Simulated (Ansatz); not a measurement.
# Ligand exchange: In(CH3)2(NH2) + C3H10BN → In(CH3)(NH2)2 + C4H11B

Species: In(CH3)2(NH2), singlet; C3H10BN `CC(C)BN`, singlet; In(CH3)(NH2)2, singlet; C4H11B `CBC(C)C`, singlet. The partners trade CH3 for NH2: In–CH3 and B–NH2 bonds give way to In–NH2 and B–CH3.

Shapes, held fixed at every level: PBE0-D4/def2-TZVP. Flexible molecules stand in one conformer, not always the lowest. Programs: Ansatz 0.2.0. The zero-point and thermal change to 298 K, harmonic and unscaled (PBE0-D4/def2-TZVP), is -5.8 kJ/mol.

(1) Estimate ΔH(298 K) of this reaction.

Results:

(1) The highest level, CCSD(T)/def2-TZVPP, gives ΔH(298 K) = +106.1 kJ/mol; the levels span +104.7 to +119.3. The column of differences is taken from that level and isn't an error. No measured value is set beside it here. For atoms past krypton def2 sets carry core potentials with scalar relativity. Outer-core shells of In are correlated, in sets that cover them unevenly.

```csv
level,kind,ΔH(298 K) (kJ/mol),less CCSD(T)/def2-TZVPP
HF/def2-SVP,Hartree–Fock,+111.9,+5.8
SPW92/def2-TZVPP,LDA,+113.1,+7.0
BHLYP-D4/def2-TZVPP,global hybrid,+104.7,-1.4
PBE0-D4/def2-TZVPP,global hybrid,+105.6,-0.5
MP2/def2-SVP,perturbation theory,+119.3,+13.2
MP2/def2-TZVPP,perturbation theory,+107.1,+1.0
CCSD/def2-TZVPP,coupled cluster or CI,+105.1,-1.0
CCSD(T)/def2-TZVPP,coupled cluster or CI,+106.1,0.0
```
